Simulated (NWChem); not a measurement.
System: CaHSF; SMILES [F][Ca][SH]

Input file for NWChem:

```
start job
memory heap 200 mb stack 900 mb global 1100 mb
geometry units angstroms
  Ca     0.119568     0.505066    -0.014990
  F     -0.536693     2.347145     0.025590
  S     -0.305609    -2.063685    -0.047947
  H      1.015824    -2.360047    -0.073458
end
basis spherical
  * library def2-svp
end
dft
  xc becke88 lyp
  iterations 150
end
driver
  maxiter 120
end
task dft optimize
task dft freq
```

Output (shortened):

```
             Northwest Computational Chemistry Package (NWChem) 7.3.0
             --------------------------------------------------------

 CS  symmetry detected

                             Geometry "geometry" -> ""
                             -------------------------

 Output coordinates in angstroms (scale by  1.889725989 to convert to a.u.)

  No.       Tag          Charge          X              Y              Z
 ---- ---------------- ---------- -------------- -------------- --------------
    1 Ca                  20.0000     0.26715753     0.59080226     0.00000000
    2 F                    9.0000    -0.35706663     2.44442693     0.00000000
    3 S                   16.0000    -0.20269336    -1.97036612     0.00000000
    4 H                    1.0000     1.11354280    -2.29002981     0.00000000

 Effective nuclear repulsion energy (a.u.)     141.7176164682

      Symmetry information
      --------------------

 Group name             Cs
 Group number              2
 Group order               2
 No. of unique centers     4

                                Z-matrix (autoz)
                                --------

 Units are Angstrom for bonds and degrees for angles

      Type          Name      I     J     K     L     M      Value
      ----------- --------  ----- ----- ----- ----- ----- ----------
    1 Stretch                  1     2                       1.95591
    2 Stretch                  1     3                       2.60391
    3 Stretch                  3     4                       1.35450
    4 Bend                     1     3     4                93.25526
    5 Bend                     2     1     3               150.99318
    6 Torsion                  2     1     3     4         180.00000

                           NWChem Geometry Optimization
                           ----------------------------

 maximum gradient threshold         (gmax) =   0.000450
 rms gradient threshold             (grms) =   0.000300
 maximum cartesian step threshold   (xmax) =   0.001800
 rms cartesian step threshold       (xrms) =   0.001200
 fixed trust radius                (trust) =   0.300000
 source of zmatrix                         =   autoz

          -------------------
          Energy Minimization
          -------------------

 Using diagonal initial Hessian
 Scaling for Hessian diagonals: bonds = 1.00  angles = 0.25  torsions = 0.10

          --------
          Step   0

                                 NWChem DFT Module
                                 -----------------

 Summary of "ao basis" -> "ao basis" (spherical)
 ------------------------------------------------------------------------------
       Tag                 Description            Shells   Functions and Types
 ---------------- ------------------------------  ------  ---------------------
 Ca                         def2-svp                10       24   5s3p2d
 F                          def2-svp                 6       14   3s2p1d
 S                          def2-svp                 8       18   4s3p1d
 H                          def2-svp                 3        5   2s1p

      Symmetry analysis of basis
      --------------------------

        a'         44
        a"         17

            General Information
            -------------------
          SCF calculation type: DFT
          Wavefunction type:  closed shell.
          No. of atoms     :     4
          No. of electrons :    46
           Alpha electrons :    23
            Beta electrons :    23
          Charge           :     0
          Spin multiplicity:     1
          Use of symmetry is: on ; symmetry adaption is: on
          Maximum number of iterations: 150
          AO basis - number of functions:    61
                     number of shells:    27
          Convergence on energy requested:  1.00D-06
          Convergence on density requested:  1.00D-05
          Convergence on gradient requested:  5.00D-04

              XC Information
              --------------
                    Becke 1988 Exchange Functional  1.000
              Lee-Yang-Parr Correlation Functional  1.000

[...]

      ----------------------
      Optimization converged
      ----------------------

  Step       Energy      Delta E   Gmax     Grms     Xrms     Xmax
  ---- ---------------- -------- -------- -------- -------- --------
@    9   -1176.05140458 -1.6D-07  0.00015  0.00007  0.00057  0.00133
                                     ok       ok       ok       ok

                                Z-matrix (autoz)
                                --------

 Units are Angstrom for bonds and degrees for angles

      Type          Name      I     J     K     L     M      Value     Gradient
      ----------- --------  ----- ----- ----- ----- ----- ---------- ----------
    1 Stretch                  1     2                       1.96474    0.00004
    2 Stretch                  1     3                       2.61501   -0.00015
    3 Stretch                  3     4                       1.36960   -0.00002
    4 Bend                     1     3     4                90.37628   -0.00005
    5 Bend                     2     1     3               142.31572    0.00001
    6 Torsion                  2     1     3     4         180.00000    0.00000

                         Geometry "geometry" -> "geometry"
                         ---------------------------------

 Output coordinates in angstroms (scale by  1.889725989 to convert to a.u.)

  No.       Tag          Charge          X              Y              Z
 ---- ---------------- ---------- -------------- -------------- --------------
    1 Ca                  20.0000     0.38191658     0.59861893     0.00000000
    2 F                    9.0000    -0.41776609     2.39325361     0.00000000
    3 S                   16.0000    -0.23594117    -1.94235261     0.00000000
    4 H                    1.0000     1.09273103    -2.27468666     0.00000000

 Effective nuclear repulsion energy (a.u.)     141.5248897658

      Symmetry information
      --------------------

 Group name             Cs
 Group number              2
 Group order               2
 No. of unique centers     4

                Final and change from initial internal coordinates
                --------------------------------------------------

                                Z-matrix (autoz)
                                --------

 Units are Angstrom for bonds and degrees for angles

      Type          Name      I     J     K     L     M      Value       Change
      ----------- --------  ----- ----- ----- ----- ----- ---------- ----------
    1 Stretch                  1     2                       1.96474    0.00883
    2 Stretch                  1     3                       2.61501    0.01110
    3 Stretch                  3     4                       1.36960    0.01511
    4 Bend                     1     3     4                90.37628   -2.87898
    5 Bend                     2     1     3               142.31572   -8.67746
    6 Torsion                  2     1     3     4         180.00000    0.00000

[...]

 Rotational Constants
 --------------------
 A=   1.393406 cm-1  (  2.004755 K)
 B=   0.067777 cm-1  (  0.097514 K)
 C=   0.064633 cm-1  (  0.092991 K)

 Temperature                      =   298.15K
 frequency scaling parameter      =   1.0000

 Zero-Point correction to Energy  =    5.663 kcal/mol  (  0.009024 au)
 Thermal correction to Energy     =    9.006 kcal/mol  (  0.014352 au)
 Thermal correction to Enthalpy   =    9.598 kcal/mol  (  0.015296 au)

 Total Entropy                    =   75.815 cal/mol-K
   - Translational                =   39.450 cal/mol-K (mol. weight =  91.9409)
   - Rotational                   =   25.072 cal/mol-K (symmetry #  =        1)
   - Vibrational                  =   11.293 cal/mol-K

 Cv (constant volume heat capacity) =   14.090 cal/mol-K
   - Translational                  =    2.979 cal/mol-K
   - Rotational                     =    2.979 cal/mol-K
   - Vibrational                    =    8.131 cal/mol-K

[normal modes left out]

 ----------------------------------------------------------------------------
 Normal Eigenvalue ||           Projected Infra Red Intensities
  Mode   [cm**-1]  || [atomic units] [(debye/angs)**2] [(KM/mol)] [arbitrary]
 ------ ---------- || -------------- ----------------- ---------- -----------
    1       -0.000 ||    0.019855           0.458        19.356       7.116
    2       -0.000 ||    0.039476           0.911        38.483      14.148
    3        0.000 ||    0.012755           0.294        12.434       4.571
    4        0.000 ||    0.001130           0.026         1.102       0.405
    5        0.000 ||    0.000382           0.009         0.373       0.137
    6        0.000 ||    0.002183           0.050         2.128       0.782
    7       62.603 ||    0.039984           0.922        38.978      14.330
    8       74.388 ||    0.000007           0.000         0.007       0.003
    9      301.028 ||    0.016915           0.390        16.489       6.062
   10      376.918 ||    0.019658           0.454        19.164       7.045
   11      613.014 ||    0.157551           3.635       153.589      56.466
   12     2535.086 ||    0.024927           0.575        24.300       8.934
 ----------------------------------------------------------------------------
```

Level: BLYP/def2-SVP.
